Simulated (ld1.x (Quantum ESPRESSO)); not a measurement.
## Cr: one change to a TM potential, before and after

Cr (Z = 24), norm-conserving Troullier–Martins (Kleinman–Bylander form), made with ld1.x (Quantum ESPRESSO) 7.5 (PBE, fully relativistic). Core [Ne] 3s2, reference 3p6 3d5 4s1 4p0. Waves: 4s (bound): rc 1.90 bohr; 3p (bound): rc 0.80 bohr; 3d (bound): rc 2.25 bohr. Local part: all-electron potential smoothed inside 2.05 bohr (lloc = -1). Core correction: none.

Open shells are filled in proportion to 2j + 1 (rel_dist='average').

Change: wave 3d (bound): rc 2.25 bohr becomes 3d (bound): rc 1.80 bohr.

Cutoffs: the cutoffs (Ry, on a coarse ladder) from which the occupation-weighted sum of valence levels, in a spherical-Bessel basis at the reference potential, stays within 10 and 1 mRy of its value at 400 Ry; they do not see the model core or the augmentation charge, which bear on the density cutoff. Errors are all-electron minus pseudo energies relative to the spin-unpolarised reference configuration.

Task: What does the change do?

Result: The potential gets neither clearly harder nor softer (110 Ry and 230 Ry → 110 Ry and 230 Ry); the p channel sets the loose cutoff, while the largest relative change is in d, which becomes harder; of the 7 tests that both files solve, the error grows in 2 and shrinks in 5 by more than 15 % and 0.3 meV (median size 48.1 → 15.4 meV); neither file shows a bound ghost at the reference potential, the only one tested.

```tsv
quantity	base	changed
cutoff, loose	110 Ry	110 Ry
cutoff, tight	230 Ry	230 Ry
loose cutoff by channel (10 mRy a level)	s 6 Ry, p 70 Ry, d 45 Ry	s 6 Ry, p 70 Ry, d 60 Ry
bound ghosts	none	none
error for 3p6 3d5 4s0 4p0, meV [ΔE 6.90 eV]	+6.1	-0.6
error for 3p6 3d4 4s0 4p0, meV [ΔE 22.95 eV]	-3.0	+1.9
error for 3p6 3d3 4s0 4p0, meV [ΔE 53.70 eV]	+224	+12
error for 3p6 3d4 4s1 4p0, meV [ΔE 7.99 eV]	+95	+73
error for 3p6 3d4 4s1 4p1, meV [ΔE 3.51 eV]	-48	-78
error for 3p6 3d6 4s0 4p0, meV [ΔE 1.73 eV]	-2.1	-15
error for 3p5 3d5 4s1 4p0, meV [ΔE 51.52 eV]	-154	+18
```

Base: These tests converged, but a pseudo level misses the all-electron one widely, so the file describes the atom poorly there or has found another state: 3p6 3d3 4s0 4p0: empty 4s by 4.3 eV (a node warning on the way). Changed file: These tests converged, but a pseudo level misses the all-electron one widely, so the file describes the atom poorly there or has found another state: 3p6 3d3 4s0 4p0: empty 4s by 4.6 eV (a node warning on the way).
